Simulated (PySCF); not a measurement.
# SMILES O=CC1=CC=C([O-])[SiH2]1, [C$_{5}$H$_{5}$O$_{2}$Si]-, charge -1

Molfile (atoms numbered from 1):
```
C5H5O2Si
     RDKit          3D

 13 13  0  0  0  0  0  0  0  0999 V2000
   -3.0892    0.6981   -0.3266 O   0  0  0  0  0  0  0  0  0  0  0  0
   -2.1636    1.1289    0.3580 C   0  0  0  0  0  0  0  0  0  0  0  0
   -0.8376    0.6357    0.4634 C   0  0  0  0  0  0  0  0  0  0  0  0
    0.1341    1.2313    1.2939 C   0  0  0  0  0  0  0  0  0  0  0  0
    1.4342    0.7307    1.3820 C   0  0  0  0  0  0  0  0  0  0  0  0
    1.7176   -0.4286    0.5729 C   0  0  0  0  0  0  0  0  0  0  0  0
    2.7809   -1.0416    0.4840 O   0  0  0  0  0  0  0  0  0  0  0  0
    0.0156   -0.7924   -0.3451 Si  0  0  0  0  0  4  0  0  0  0  0  0
   -2.3439    2.0411    1.0097 H   0  0  0  0  0  0  0  0  0  0  0  0
   -0.1493    2.1168    1.8864 H   0  0  0  0  0  0  0  0  0  0  0  0
    2.2043    1.1771    2.0198 H   0  0  0  0  0  0  0  0  0  0  0  0
   -0.5196   -2.1626   -0.0321 H   0  0  0  0  0  0  0  0  0  0  0  0
    0.1510   -0.7379   -1.8420 H   0  0  0  0  0  0  0  0  0  0  0  0
  1  2  2  0
  2  3  1  0
  3  4  2  0
  4  5  1  0
  5  6  2  0
  6  7  1  0
  6  8  1  0
  8  3  1  0
  2  9  1  0
  4 10  1  0
  5 11  1  0
  8 12  1  0
  8 13  1  0
M  CHG  1   7  -1
M  END
```

Computed with TDDFT CAM-B3LYP/aug-cc-pVDZ excited states, vertical, gas phase in PySCF. Geometry: PBE0-D3(BJ)/def2-SVP.

For a gas-phase anion, states above the detachment energy (about 2.5 eV, taken as minus the energy of the highest occupied orbital) lie in the continuum and depend on the basis.

(1) Give the one- and two-photon strengths of the lowest singlets.

Results:

(1) δ for parallel linear polarisation; σ at the peak of a Lorentzian of half width 0.1 eV, single beam; Ω is circular over linear.
```csv
state,E (eV),f,photon λ (nm),δ (au),σ (GM),Ω,main
S1,3.27,0.001,759,2.73,0.01,1.49,"HOMO−1→LUMO+3 0.75, HOMO−1→LUMO+5 0.16"
S2,3.30,0.180,751,91.1,0.36,0.60,"HOMO→LUMO+3 0.80, HOMO→LUMO+5 0.14"
S3,3.47,0.002,714,105,0.46,1.50,HOMO→LUMO 0.93
S4,4.01,0.005,618,168,0.99,1.50,HOMO→LUMO+1 0.95
S5,4.15,0.001,598,68.2,0.43,1.50,"HOMO→LUMO+2 0.77, HOMO→LUMO+7 0.14"
S6,4.25,0.032,584,197,1.30,0.76,"HOMO→LUMO+5 0.82, HOMO→LUMO+3 0.14"
```

Among these, the strongest one-photon state is S2, the strongest two-photon state S6.
